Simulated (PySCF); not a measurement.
PySCF job for GeH, SMILES [GeH] (connectivity only; charge and spin as stated), charge +1, multiplicity 1, PBE-D3(BJ)/def2-TZVPD. Geometry optimised at PBE-D3(BJ)/def2-TZVPD. The spin state was assumed, not searched.

```python
import numpy as np
from pyscf import gto, scf, dft
from pyscf.hessian import thermo

mol = gto.M(
    atom='''
    Ge    0.00000000    0.00000000   -0.04863682
    H     0.00000000    0.00000000    1.55637821
    ''',
    basis='def2-TZVPD',
    charge=1,
    spin=0,
    max_memory=1600,
    verbose=3,
)
mf = dft.RKS(mol, xc='pbe').density_fit(auxbasis='def2-universal-jkfit')
mf.disp = 'd3bj'
mf.grids.level = 3
mf.conv_tol = 1e-11
mf.max_cycle = 100
mf.kernel()

# analytic Hessian; the response equations are solved on a coarser grid
h, args, fine = mf.Hessian(), (mf.mo_energy, mf.mo_coeff, mf.mo_occ), mf.grids
h1ao = h.make_h1(mf.mo_coeff, mf.mo_occ)
mf.grids = dft.Grids(mol).set(level=1).build(with_non0tab=True)
mo1, mo_e1 = h.solve_mo1(*args, h1ao)
mf.grids = fine
hess = h.hess_elec(*args, mo1, mo_e1, h1ao) + h.hess_nuc()
if mf.do_disp():
    hess += h.get_dispersion()
for i in range(mol.natm):  # the analytic DFT Hessian lacks the response of the grid: restore translational invariance
    hess[i, i] -= hess[i].sum(axis=0)
hess = (hess + hess.transpose(1, 0, 3, 2)) / 2
vib = thermo.harmonic_analysis(mol, hess, imaginary_freq=False)
thermo.dump_normal_mode(mol, vib)
th = thermo.thermo(mf, vib['freq_au'][vib['freq_au'] > 0], 298.15, 101325)
thermo.dump_thermo(mol, th)
g0 = mf.nuc_grad_method().set(verbose=0).kernel()

# dipole derivatives [dipole axis, atom, xyz] from the same response
r, irp = mol.intor('int1e_r'), mol.intor('int1e_irp').reshape(3, 3, mol.nao, mol.nao)
sl, dm0, ok = mol.aoslice_by_atom(), np.array(mf.make_rdm1()), []
dmu = np.einsum('a,xt->xat', mol.atom_charges(), np.eye(3))
for a, (_, _, p0, p1) in enumerate(sl):
    dmu[:, a] += 2 * np.einsum('xtij,ij->xt', irp[:, :, :, p0:p1], dm0.reshape(-1, mol.nao, mol.nao).sum(0)[:, p0:p1])
    for u, c, occ, f in [(mo1, mf.mo_coeff, mf.mo_occ, 4)]:
        dmu[:, a] -= f * np.einsum('tui,xuv,vi->xt', u[a], r, c[:, occ > 0], optimize=True)
L = vib['norm_mode']
ir = 974.8801 * (np.einsum('xat,kat->kx', dmu, L) ** 2).sum(1)       # km/mol
apt = np.einsum('xax->a', dmu) / 3

# polarisability derivatives from nuclear gradients in small electric fields
h0, F = mf.get_hcore(), 0.005
def in_field(f, guess):
    m = mf.copy()
    m.verbose, m.conv_tol, m.conv_tol_grad = 0, 1e-11, 2e-7
    m.get_hcore = lambda *a: h0 + np.einsum('x,xij->ij', f, r)
    m.kernel(guess)
    ok.append(m.converged)
    dm = np.array(m.make_rdm1())
    g = m.nuc_grad_method().kernel() - np.outer(mol.atom_charges(), f)
    for a, (_, _, p0, p1) in enumerate(sl):
        g[a] -= 2 * np.einsum('x,xtij,ij->t', f, irp[:, :, :, p0:p1], dm[:, p0:p1])
    return g, -np.einsum('xij,ij->x', r, dm), dm
E = np.eye(3) * F
g0, _, dm0 = in_field(np.zeros(3), dm0)
gp = [in_field(e, dm0) for e in E]
gm = [in_field(-e, 2 * dm0 - p[2]) for e, p in zip(E, gp)]
alpha = np.array([(p[1] - q[1]) / (2 * F) for p, q in zip(gp, gm)])  # bohr^3
check = abs(np.array([-(p[0] - q[0]) / (2 * F) for p, q in zip(gp, gm)]) - dmu).max()
print('static polarisability / bohr^3:', alpha.round(3))
print('largest difference of analytic and finite-field dipole derivatives / e:', check)
da = np.zeros((3, 3, mol.natm, 3))
for x in range(3):
    da[x, x] = -(gp[x][0] + gm[x][0] - 2 * g0) / F**2
for x, y in ((0, 1), (0, 2), (1, 2)):
    up, down = in_field(E[x] + E[y], gp[x][2] + gp[y][2] - dm0), in_field(-E[x] - E[y], gm[x][2] + gm[y][2] - dm0)
    both = -(up[0] + down[0] - 2 * g0) / F**2
    da[x, y] = da[y, x] = (both - da[x, x] - da[y, y]) / 2
aq = np.einsum('xyat,kat->kxy', da, L) * 0.529177210903**2           # A^2/amu^1/2
a = np.einsum('kxx->k', aq) / 3
g2 = 1.5 * (aq**2).sum((1, 2)) - 4.5 * a**2
raman, depol = 45 * a**2 + 7 * g2, 3 * g2 / (45 * a**2 + 4 * g2 + 1e-12)
print('mode   freq/cm-1   IR/(km/mol)   Raman/(A^4/amu)   depolarisation')
for k, w in enumerate(vib['freq_wavenumber']):
    print(f'{k + 1:4d} {w:11.2f} {ir[k]:13.3f} {raman[k]:17.3f} {depol[k]:16.3f}')
print('max |gradient| / (hartree/bohr):', abs(g0).max())
print('APT charges:', apt.round(4))
```

Program output:

```
converged SCF energy = -2076.92411713409

WARN: DFTD3 does not support analytical Hessian, using finite difference


WARN: Mole.unit (angstrom) is changed to Bohr

Mode                                 0
Irrep
Freq [cm^-1]                     1935.7515
Reduced mass [au]                   1.0218
Force const [Dyne/A]                2.2559
Char temp [K]                    2785.1154
Normal mode                   x     y     z
       0  Ge                 0.00  0.00 -0.01
       1   H                 0.00  0.00  0.99
temperature 298.1500 [K]
pressure 101325.00 [Pa]
Rotational constants [GHz] inf 197.32604 197.32604
Symmetry number 1
Zero-point energy (ZPE) 0.00441 [Eh]   11578.365 [J/mol]
                           tot       elec      trans        rot        vib
Entropy [J/mol/K]       199.366      0.000    162.364     36.995      0.008
Cv [J/mol/K]             20.850      0.000     12.472      8.314      0.064
Cp [J/mol/K]             29.164      0.000     20.786      8.314      0.064
Internal energy [J/mol]                      3718.434   2478.956  11580.397
Internal energy [Eh]   -2076.91735  -2076.92412
Enthalpy [J/mol]                             6197.391   2478.956  11580.397
Enthalpy [Eh]          -2076.91640
Gibbs free energy [J/mol]                  -42211.325  -8551.038  11578.148
Gibbs free energy [Eh] -2076.93904
static polarisability / bohr^3: [[18.675  0.     0.   ]
 [ 0.    18.675  0.   ]
 [ 0.     0.    27.32 ]]
largest difference of analytic and finite-field dipole derivatives / e: 0.0001439501393691589
mode   freq/cm-1   IR/(km/mol)   Raman/(A^4/amu)   depolarisation
   1     1935.75       102.734           200.492            0.257
max |gradient| / (hartree/bohr): 7.956630444226777e-05
APT charges: [ 1.0609 -0.0609]
```

The calculation finished and met its thresholds.

Cost: about 30 core-seconds (a rough figure).
